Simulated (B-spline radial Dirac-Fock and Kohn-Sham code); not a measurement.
**How the levels of palladium move as electrons are removed**

Calculated with a radial finite-basis atomic code, using Dirac-Fock ΔSCF + Breit + QED. Each ion is free and in its tabulated ground configuration. The model has no electron correlation.

Reference: Pd³⁸⁺, [He] 2s2 2p4, with K 27128.0 eV. Shifts from it, in eV (a dash: the subshell is empty, belongs to an open shell averaged over j, or its hole state is left out as unreliable):

```tsv
ion	configuration	K
Pd³⁹⁺	[He] 2s2 2p3	+276.5
Pd⁴⁰⁺	[He] 2s2 2p2	+557.5
Pd⁴¹⁺	[He] 2s2 2p1	+843.1
Pd⁴²⁺	[He] 2s2	?
Pd⁴³⁺	[He] 2s1	–
Pd⁴⁴⁺	1s2	+1645.9
Pd⁴⁵⁺	1s1	+2494.8
```

Task: Give the missing shifts for Pd⁴²⁺.

Result: K +1133.1 (eV).
